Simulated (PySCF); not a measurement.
Isomers of C5H12O4Si, one GFN2-xTB conformer each. Single-point energies are computed at PBE0/pcSseg-1 (PySCF, gas phase, no added dispersion term), electronic only.

```json
{"SMILES": "COC[C@@H]([SiH3])OC(=O)OC", "GFN2-xTB relative energy (kcal/mol)": "30.6"}
{"SMILES": "COC(=O)[Si](C)(OC)OC", "GFN2-xTB relative energy (kcal/mol)": "0.0"}
```

Conformers: `[CH3:1][O:2][CH2:3][C@@H:4]([SiH3:5])[O:6][C:7](=[O:8])[O:9][CH3:10]` with C1–O2–C3–C4 -169°, O2–C3–C4–Si5 27°, C3–C4–O6–C7 144°, C4–O6–C7–O8 0°, O6–C7–O9–C10 180°; `[CH3:1][O:2][C:3](=[O:4])[Si:5]([CH3:6])([O:7][CH3:8])[O:9][CH3:10]` with C1–O2–C3–O4 -1°, O2–C3–Si5–C6 -115°, C3–Si5–O7–C8 58°, C3–Si5–O9–C10 57°.

Problem. What does PBE0/pcSseg-1 give for the same structures?

Solution. 
```
                   SMILES  PBE0/pcSseg-1 E (Eh)  PBE0/pcSseg-1 (kcal/mol)  GFN2-xTB (kcal/mol)  point group
     COC(=O)[Si](C)(OC)OC            -787.48804                       0.0                  0.0           C1
COC[C@@H]([SiH3])OC(=O)OC            -787.38661                      63.6                 30.6           C1
```

Both levels put the same isomer lowest. As drawn, the lower has an Si–O bond, which the higher lacks.

Problem. Which frontier levels, dipoles and rotational constants go with these structures?

Solution. 
| SMILES | HOMO (eV, PBE0/pcSseg-1) | LUMO (eV) | dipole (D) | A, B, C (MHz) |
| --- | --- | --- | --- | --- |
| COC(=O)[Si](C)(OC)OC | -7.25 | -0.29 | 1.28 | 1266, 907.3, 717.7 |
| COC[C@@H]([SiH3])OC(=O)OC | -7.81 | 1.08 | 2.25 | 2589, 504.8, 461.2 |
